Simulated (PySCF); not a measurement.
C3H3ClF2, SMILES FC(F)/C=C/Cl.

The structure is a stationary point at B3LYP-D3(BJ)/def2-SVP. The values are those of a single conformer.

Method: B3LYP/def2-TZVP (PySCF).

- total energy = -776.14804 hartree
- highest occupied level = -7.72 eV
- lowest empty level = -1.12 eV
- orbital gap = 6.60 eV
- dipole moment = 1.45 D
- quadrupole, principal values (traceless, Buckingham form, about the centre of nuclear charge) = -7.06, 1.06, 6.00 D·Å
- mean static polarisability = 50.6 bohr³ (7.50 Å³)
- polarisability, principal values = 35.3, 43.7, 72.9 bohr³
